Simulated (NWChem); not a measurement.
System: C2H6OSi; SMILES CC(=O)[SiH3]

Results from NWChem. Structure relaxed at the PBE0/def2-SVP level. Level: PBE0/def2-SVP with SMD, gas-phase geometry; reactions with the solvents are ignored.

```csv
SMD term (kcal/mol),water,toluene
distortion of the solute's density,1.52,0.16
polarisation,-6.95,-1.97
"cavity, dispersion and structure",4.25,-1.32
```

Problem. Sum the solvation free energies, find the transfer free energy from water to toluene and the partition coefficient at 298.15 K.

Solution. 
1. ΔG(solv, water) = -1.18 kcal/mol and ΔG(solv, toluene) = -3.13 kcal/mol (1 M gas to 1 M solution).
2. Transfer: -3.13 − (-1.18) = -1.95 kcal/mol.
3. log₁₀ K(toluene/water) = −ΔG/(RT ln 10) = 1.95/1.364 = 1.4, so the model puts more of the solute in toluene.
4. Of the transfer energy, 3.62 kcal/mol is electrostatic and -5.57 comes from the non-electrostatic term. The two phases are taken as the pure solvents.
